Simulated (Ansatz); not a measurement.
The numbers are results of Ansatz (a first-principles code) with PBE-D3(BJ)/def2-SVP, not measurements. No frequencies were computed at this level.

Ansatz 0.2 input:
```yaml
crystal:
  periodic: [false, false, false]
  atoms:
    - { symbol: Y, position_ang: [-0.349409, -0.351256, -0.723815] }
    - { symbol: C, position_ang: [1.698032, 0.781091, -1.239951] }
    - { symbol: H, position_ang: [2.467039, 0.17266, -1.723701] }
    - { symbol: H, position_ang: [2.097347, 1.090446, -0.261055] }
    - { symbol: H, position_ang: [1.57839, 1.68707, -1.840883] }
    - { symbol: C, position_ang: [0.124487, -2.043348, 0.904403] }
    - { symbol: H, position_ang: [-0.716979, -2.681438, 1.188025] }
    - { symbol: H, position_ang: [0.425354, -1.484344, 1.804721] }
    - { symbol: H, position_ang: [0.955916, -2.70375, 0.641279] }
    - { symbol: C, position_ang: [-1.857532, 1.227167, 0.26326] }
    - { symbol: H, position_ang: [-2.165664, 2.054349, -0.38201] }
    - { symbol: H, position_ang: [-1.291202, 1.663172, 1.101508] }
    - { symbol: H, position_ang: [-2.767657, 0.788516, 0.682135] }
basis:
  gaussian: { orbitals: def2-svp }
hamiltonian:
  xc: pbe
  dispersion: d3bj
relax:
  max_steps: 150
```

Output:

```
[...]
mean field evaluation 64: about -4292.4599 eV, gradient 3.5e-3 eV
mean field -4292.42347902 eV, -157.7436533447 hartree, gradient 1.3e-5 eV, S^2 0.000000; 0 other end points of the search recorded, 0 dependent functions left out
reference -4292.42355100 eV, -157.7436559900 hartree; 19, 19 occupied and 99, 99 virtual orbitals, 1285 factors
relax step   8: F+E_penalty+E_count = -4292.64591701 eV  Δ(F+E_penalty+E_count) = -2.684e-4 eV  max|allowed force component| = 2.149e-2 eV/Å  Δτ_max = 0.0209 Å  (29 SCF iters, accepted)
these checks for a lower state are left out or cut short: starts, cluster_reference, orbital_swaps, neighbouring_geometries, increment
1285 factors; their error is unknown
mean field -4292.42399903 eV, -157.7436724549 hartree, gradient 1.3e-5 eV, S^2 0.000000; 0 other end points of the search recorded, 0 dependent functions left out
reference -4292.42407112 eV, -157.7436751041 hartree; 19, 19 occupied and 99, 99 virtual orbitals, 1285 factors
relax step   9: F+E_penalty+E_count = -4292.64653752 eV  Δ(F+E_penalty+E_count) = -6.205e-4 eV  max|allowed force component| = 3.125e-2 eV/Å  Δτ_max = 0.0509 Å  (28 SCF iters, accepted)
these checks for a lower state are left out or cut short: starts, cluster_reference, orbital_swaps, neighbouring_geometries, increment
1285 factors; their error is unknown
mean field -4292.41377951 eV, -157.7432968946 hartree, gradient 1.4e-5 eV, S^2 0.000000; 0 other end points of the search recorded, 0 dependent functions left out
reference -4292.41385203 eV, -157.7432995596 hartree; 19, 19 occupied and 99, 99 virtual orbitals, 1285 factors
relax step  10: F+E_penalty+E_count = -4292.63665487 eV  Δ(F+E_penalty+E_count) = +9.883e-3 eV  max|allowed force component| = 2.686e-1 eV/Å  Δτ_max = 0.1383 Å  (28 SCF iters, rejected (line search))
these checks for a lower state are left out or cut short: starts, cluster_reference, orbital_swaps, neighbouring_geometries, increment
1285 factors; their error is unknown
mean field -4292.42374059 eV, -157.7436629573 hartree, gradient 1.3e-5 eV, S^2 0.000000; 0 other end points of the search recorded, 0 dependent functions left out
reference -4292.42381263 eV, -157.7436656049 hartree; 19, 19 occupied and 99, 99 virtual orbitals, 1285 factors
relax step  11: F+E_penalty+E_count = -4292.64639489 eV  Δ(F+E_penalty+E_count) = +1.426e-4 eV  max|allowed force component| = 1.081e-1 eV/Å  Δτ_max = 0.0250 Å  (28 SCF iters, rejected (line search))
these checks for a lower state are left out or cut short: starts, cluster_reference, orbital_swaps, neighbouring_geometries, increment
1285 factors; their error is unknown
mean field evaluation 96: about -4292.4244 eV, gradient 1.3e-5 eV
mean field -4292.42442843 eV, -157.7436882351 hartree, gradient 1.3e-5 eV, S^2 0.000000; 0 other end points of the search recorded, 0 dependent functions left out
reference -4292.42450049 eV, -157.7436908830 hartree; 19, 19 occupied and 99, 99 virtual orbitals, 1285 factors
relax step  12: F+E_penalty+E_count = -4292.64696929 eV  Δ(F+E_penalty+E_count) = -4.318e-4 eV  max|allowed force component| = 3.060e-3 eV/Å  Δτ_max = 0.0121 Å  (30 SCF iters, accepted)
these checks for a lower state are left out or cut short: starts, cluster_reference, orbital_swaps, neighbouring_geometries, increment
1285 factors; their error is unknown
mean field -4292.42499774 eV, -157.7437091569 hartree, gradient 1.3e-5 eV, S^2 0.000000; 0 other end points of the search recorded, 0 dependent functions left out
reference -4292.42506982 eV, -157.7437118057 hartree; 19, 19 occupied and 99, 99 virtual orbitals, 1285 factors
relax step  13: F+E_penalty+E_count = -4292.64751701 eV  Δ(F+E_penalty+E_count) = -5.477e-4 eV  max|allowed force component| = 2.267e-2 eV/Å  Δτ_max = 0.0351 Å  (28 SCF iters, accepted)
these checks for a lower state are left out or cut short: starts, cluster_reference, orbital_swaps, neighbouring_geometries, increment
1285 factors; their error is unknown
mean field -4292.42283145 eV, -157.7436295469 hartree, gradient 1.4e-5 eV, S^2 0.000000; 0 other end points of the search recorded, 0 dependent functions left out
reference -4292.42290367 eV, -157.7436322011 hartree; 19, 19 occupied and 99, 99 virtual orbitals, 1285 factors
relax step  14: F+E_penalty+E_count = -4292.64523665 eV  Δ(F+E_penalty+E_count) = +2.280e-3 eV  max|allowed force component| = 1.682e-1 eV/Å  Δτ_max = 0.1112 Å  (27 SCF iters, rejected (line search))
these checks for a lower state are left out or cut short: starts, cluster_reference, orbital_swaps, neighbouring_geometries, increment
1285 factors; their error is unknown
mean field -4292.42514276 eV, -157.7437144862 hartree, gradient 1.3e-5 eV, S^2 0.000000; 0 other end points of the search recorded, 0 dependent functions left out
reference -4292.42521483 eV, -157.7437171345 hartree; 19, 19 occupied and 99, 99 virtual orbitals, 1285 factors
relax step  15: F+E_penalty+E_count = -4292.64756341 eV  Δ(F+E_penalty+E_count) = -4.640e-5 eV  max|allowed force component| = 1.641e-2 eV/Å  Δτ_max = 0.0025 Å  (22 SCF iters, accepted)
these checks for a lower state are left out or cut short: starts, cluster_reference, orbital_swaps, neighbouring_geometries, increment
1285 factors; their error is unknown
mean field -4292.42605752 eV, -157.7437481028 hartree, gradient 1.3e-5 eV, S^2 0.000000; 0 other end points of the search recorded, 0 dependent functions left out
reference -4292.42612958 eV, -157.7437507512 hartree; 19, 19 occupied and 99, 99 virtual orbitals, 1285 factors
relax step  16: F+E_penalty+E_count = -4292.64833056 eV  Δ(F+E_penalty+E_count) = -7.671e-4 eV  max|allowed force component| = 1.821e-2 eV/Å  Δτ_max = 0.0494 Å  (29 SCF iters, accepted)
these checks for a lower state are left out or cut short: starts, cluster_reference, orbital_swaps, neighbouring_geometries, increment
1285 factors; their error is unknown
mean field evaluation 128: about -4292.4257 eV, gradient 8.2e-5 eV
mean field -4292.42572069 eV, -157.7437357247 hartree, gradient 1.2e-5 eV, S^2 0.000000; 0 other end points of the search recorded, 0 dependent functions left out
reference -4292.42579283 eV, -157.7437383759 hartree; 19, 19 occupied and 99, 99 virtual orbitals, 1285 factors
relax step  17: F+E_penalty+E_count = -4292.64796777 eV  Δ(F+E_penalty+E_count) = +3.628e-4 eV  max|allowed force component| = 1.039e-1 eV/Å  Δτ_max = 0.0828 Å  (28 SCF iters, rejected (line search))
these checks for a lower state are left out or cut short: starts, cluster_reference, orbital_swaps, neighbouring_geometries, increment
1285 factors; their error is unknown
mean field -4292.42663969 eV, -157.7437694973 hartree, gradient 1.3e-5 eV, S^2 0.000000; 0 other end points of the search recorded, 0 dependent functions left out
reference -4292.42671176 eV, -157.7437721458 hartree; 19, 19 occupied and 99, 99 virtual orbitals, 1285 factors
relax step  18: F+E_penalty+E_count = -4292.64896606 eV  Δ(F+E_penalty+E_count) = -6.355e-4 eV  max|allowed force component| = 1.595e-2 eV/Å  Δτ_max = 0.0401 Å  (28 SCF iters, accepted)
these checks for a lower state are left out or cut short: starts, cluster_reference, orbital_swaps, neighbouring_geometries, increment
1285 factors; their error is unknown
mean field -4292.42709020 eV, -157.7437860533 hartree, gradient 1.1e-5 eV, S^2 0.000000; 0 other end points of the search recorded, 0 dependent functions left out
reference -4292.42716227 eV, -157.7437887019 hartree; 19, 19 occupied and 99, 99 virtual orbitals, 1285 factors
relax step  19: F+E_penalty+E_count = -4292.64941428 eV  Δ(F+E_penalty+E_count) = -4.482e-4 eV  max|allowed force component| = 3.129e-2 eV/Å  Δτ_max = 0.0410 Å  (28 SCF iters, accepted)
these checks for a lower state are left out or cut short: starts, cluster_reference, orbital_swaps, neighbouring_geometries, increment
1285 factors; their error is unknown
mean field -4292.42739140 eV, -157.7437971220 hartree, gradient 1.2e-5 eV, S^2 0.000000; 0 other end points of the search recorded, 0 dependent functions left out
reference -4292.42746345 eV, -157.7437997700 hartree; 19, 19 occupied and 99, 99 virtual orbitals, 1285 factors
relax step  20: F+E_penalty+E_count = -4292.64969058 eV  Δ(F+E_penalty+E_count) = -2.763e-4 eV  max|allowed force component| = 4.238e-2 eV/Å  Δτ_max = 0.0378 Å  (29 SCF iters, accepted)
these checks for a lower state are left out or cut short: starts, cluster_reference, orbital_swaps, neighbouring_geometries, increment
1285 factors; their error is unknown
mean field -4292.42772475 eV, -157.7438093727 hartree, gradient 1.2e-5 eV, S^2 0.000000; 0 other end points of the search recorded, 0 dependent functions left out
reference -4292.42779677 eV, -157.7438120194 hartree; 19, 19 occupied and 99, 99 virtual orbitals, 1285 factors
relax step  21: F+E_penalty+E_count = -4292.64997334 eV  Δ(F+E_penalty+E_count) = -2.828e-4 eV  max|allowed force component| = 3.683e-2 eV/Å  Δτ_max = 0.0239 Å  (30 SCF iters, accepted)
these checks for a lower state are left out or cut short: starts, cluster_reference, orbital_swaps, neighbouring_geometries, increment
1285 factors; their error is unknown
mean field evaluation 160: about -4292.4519 eV, gradient 1.9e0 eV
mean field -4292.42826645 eV, -157.7438292797 hartree, gradient 1.2e-5 eV, S^2 0.000000; 0 other end points of the search recorded, 0 dependent functions left out
reference -4292.42833838 eV, -157.7438319229 hartree; 19, 19 occupied and 99, 99 virtual orbitals, 1285 factors
relax step  22: F+E_penalty+E_count = -4292.65036888 eV  Δ(F+E_penalty+E_count) = -3.955e-4 eV  max|allowed force component| = 3.421e-2 eV/Å  Δτ_max = 0.0441 Å  (27 SCF iters, accepted)
these checks for a lower state are left out or cut short: starts, cluster_reference, orbital_swaps, neighbouring_geometries, increment
1285 factors; their error is unknown
mean field -4292.42858373 eV, -157.7438409395 hartree, gradient 1.2e-5 eV, S^2 0.000000; 0 other end points of the search recorded, 0 dependent functions left out
reference -4292.42865559 eV, -157.7438435804 hartree; 19, 19 occupied and 99, 99 virtual orbitals, 1285 factors
relax step  23: F+E_penalty+E_count = -4292.65055939 eV  Δ(F+E_penalty+E_count) = -1.905e-4 eV  max|allowed force component| = 3.098e-2 eV/Å  Δτ_max = 0.0321 Å  (29 SCF iters, accepted)
these checks for a lower state are left out or cut short: starts, cluster_reference, orbital_swaps, neighbouring_geometries, increment
1285 factors; their error is unknown
mean field -4292.42874269 eV, -157.7438467813 hartree, gradient 1.2e-5 eV, S^2 0.000000; 0 other end points of the search recorded, 0 dependent functions left out
reference -4292.42881453 eV, -157.7438494211 hartree; 19, 19 occupied and 99, 99 virtual orbitals, 1285 factors
relax step  24: F+E_penalty+E_count = -4292.65066353 eV  Δ(F+E_penalty+E_count) = -1.041e-4 eV  max|allowed force component| = 2.471e-2 eV/Å  Δτ_max = 0.0171 Å  (29 SCF iters, accepted)
these checks for a lower state are left out or cut short: starts, cluster_reference, orbital_swaps, neighbouring_geometries, increment
1285 factors; their error is unknown
mean field -4292.42892435 eV, -157.7438534570 hartree, gradient 1.2e-5 eV, S^2 0.000000; 0 other end points of the search recorded, 0 dependent functions left out
reference -4292.42899612 eV, -157.7438560946 hartree; 19, 19 occupied and 99, 99 virtual orbitals, 1285 factors
relax step  25: F+E_penalty+E_count = -4292.65077897 eV  Δ(F+E_penalty+E_count) = -1.154e-4 eV  max|allowed force component| = 5.413e-3 eV/Å  Δτ_max = 0.0163 Å  (30 SCF iters, accepted)
these checks for a lower state are left out or cut short: starts, cluster_reference, orbital_swaps, neighbouring_geometries, increment
1285 factors; their error is unknown
mean field evaluation 192: about -4292.4290 eV, gradient 9.4e-4 eV
mean field -4292.42901563 eV, -157.7438568116 hartree, gradient 1.2e-5 eV, S^2 0.000000; 0 other end points of the search recorded, 0 dependent functions left out
reference -4292.42908738 eV, -157.7438594481 hartree; 19, 19 occupied and 99, 99 virtual orbitals, 1285 factors
relax step  26: F+E_penalty+E_count = -4292.65080465 eV  Δ(F+E_penalty+E_count) = -2.568e-5 eV  max|allowed force component| = 2.875e-3 eV/Å  Δτ_max = 0.0134 Å  (30 SCF iters, accepted)
1285 factors; their error is unknown
mean field -4292.42901563 eV, -157.7438568116 hartree, gradient 1.3e-5 eV, S^2 0.000000; 1 other end points of the search recorded, 0 dependent functions left out
reference -4292.42908738 eV, -157.7438594481 hartree; 19, 19 occupied and 99, 99 virtual orbitals, 1285 factors
Total energy: -4292.65087639 eV, -157.7520100441 hartree
Atom 0 at    -0.374500    -0.380339    -0.775050 Å, force    -0.000516    -0.000936    -0.002875 eV/Å
Atom 1 at     1.649508     0.711430    -1.173483 Å, force    -0.000487     0.001192    -0.000811 eV/Å
Atom 2 at     2.270296     0.276654    -1.991879 Å, force    -0.000410     0.000839     0.001230 eV/Å
Atom 3 at     2.270025     0.655261    -0.248337 Å, force     0.000515     0.000813    -0.001355 eV/Å
Atom 4 at     1.513974     1.793555    -1.402723 Å, force     0.001528    -0.002421     0.001191 eV/Å
Atom 5 at     0.077209    -1.953884     0.888445 Å, force     0.000477    -0.001719    -0.000927 eV/Å
Atom 6 at    -0.603842    -2.837245     0.902945 Å, force     0.001705     0.001752     0.000555 eV/Å
Atom 7 at    -0.031494    -1.460300     1.882721 Å, force     0.000533    -0.001301     0.000438 eV/Å
Atom 8 at     1.119926    -2.343655     0.836527 Å, force    -0.002730     0.001087     0.001281 eV/Å
Atom 9 at    -1.755727     1.212669     0.225884 Å, force    -0.001079     0.000236    -0.000807 eV/Å
Atom 10 at    -2.391232     1.798813    -0.478977 Å, force     0.001308    -0.001274     0.002171 eV/Å
Atom 11 at    -1.111995     1.954260     0.754866 Å, force    -0.001638     0.000173     0.000125 eV/Å
Atom 12 at    -2.434026     0.773117     0.992976 Å, force     0.000792     0.001558    -0.000216 eV/Å
Dipole moment:    -0.340568    -0.345336    -0.705217 e Å
```

Cost: roughly 100 core-seconds.
